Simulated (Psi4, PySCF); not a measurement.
PySCF was given this input:
```python
from pyscf import gto, scf, dft

mol = gto.M(
    atom='''
Ge   -0.000593   -0.009850    0.718454
Cl    1.030045    1.300729   -0.657637
Cl   -1.028929   -1.282188   -0.694747
''',
    basis='6-31g*',
    charge=0,
    spin=0,
    verbose=4,
)

mf = dft.RKS(mol)
mf.xc = 'b97m_v'
mf.grids.atom_grid = (99, 590)
mf.grids.prune = None
mf.kernel()
```

Problem. Convert this to an input for Psi4.

Solution. Several could match; the one computed here: 
```
memory 2 GB

molecule {
0 1
Ge   -0.00059285   -0.00984996    0.71845420
Cl    1.03004534    1.30072876   -0.65763687
Cl   -1.02892939   -1.28218766   -0.69474750
}

set {
  basis 6-31g*
  scf_type pk
  puream true
  d_convergence 1e-8
  dft_radial_points 99
  dft_spherical_points 590
}

energy('b97m-v')
print_variables()
```

Both were run: PySCF gave -2996.536468 Eh and Psi4 -2996.536458 Eh, 0.009 mEh apart.
